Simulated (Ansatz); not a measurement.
C₃H₁₂InP, SMILES `C[P+](C)(C)[InH3-]` at its PBE0-D4/def2-TZVP geometry, where that method's forces vanish. The species carries charge 0 and has multiplicity 1. In takes the def2 core potential.

```xyz
17

C     0.5456   -0.6164   -1.6501
P     0.0109    0.0425   -0.0421
C    -1.4179    1.0885   -0.4542
C     1.3120    1.2353    0.3937
In   -0.4661   -1.8102    1.8139
H    -0.2240   -1.2870   -2.0360
H     0.7266    0.1823   -2.3734
H     1.4605   -1.1952   -1.5135
H    -1.7600    1.5986    0.4477
H    -2.2317    0.4569   -0.8145
H    -1.1690    1.8296   -1.2175
H     2.2441    0.6978    0.5757
H     1.4668    1.9712   -0.3990
H     1.0328    1.7490    1.3150
H    -1.7250   -2.6728    0.9809
H     1.1188   -2.5232    1.8622
H    -0.9244   -0.7471    3.1112
```

(1) What forces (eV/Å) does PBE-D4/def2-TZVPP give on these atoms in Ansatz? (Best estimate.)

## Answers

(1) Computed: 
```
C1   0.010 -0.001 -0.031
P2  -0.055 -0.218  0.217
C3  -0.019  0.022 -0.014
C4   0.023  0.026 -0.002
In5 -0.006 -0.019  0.021
H6  -0.143 -0.131 -0.079
H7   0.039  0.155 -0.156
H8   0.176 -0.115  0.021
H9  -0.073  0.101  0.173
H10 -0.161 -0.116 -0.069
H11  0.041  0.155 -0.156
H12  0.181 -0.098  0.038
H13  0.040  0.155 -0.156
H14 -0.048  0.101  0.179
H15 -0.073 -0.047 -0.053
H16  0.095 -0.038 -0.001
H17 -0.025  0.066  0.070
```
